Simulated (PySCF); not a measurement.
Atoms are numbered as in `[CH2:1]=[C:2]([CH3:3])[O:4][AlH2:5]` (H(Xn): hydrogen on atom n). Ha(C1) is cis to C3; Hb(C1) is trans to C3.

Geometry: PBE0-D3(BJ)/def2-SVP; GIAO absolute shieldings from PySCF 2.14.0 with density-fitted response routines, gas phase, non-relativistic, averaged over equivalent atoms.

At PBE0/pcSseg-0 (63 basis functions, 4.3 s wall time on 1 thread of an Arm Neoverse V1, shared host):
```csv
atoms,σ (ppm)
C2,25.8
C1,84.7
C3,166.1
O4,126.8
Al5,370.1
H(Al5),27.12
Hb(C1),27.88
Ha(C1),28.33
H(C3),30.76
```

Task: What do these become at OPBE/pcSseg-2?

Result: 
```
 atoms  σ at OPBE/pcSseg-2  change
    C2                22.6    -3.2
    C1                90.4    +5.7
    C3               159.2    -6.9
    O4               131.4    +4.6
   Al5               409.3   +39.2
H(Al5)               26.59   -0.53
Hb(C1)               26.80   -1.08
Ha(C1)               27.00   -1.33
 H(C3)               29.33   -1.43
```

The largest change is at Al5 (aluminium bonded to O, 2 H). Cost: 285 basis functions, 51 s wall time on 1 thread of an Arm Neoverse V1, shared host. The order of the carbon signals is the same at both levels.
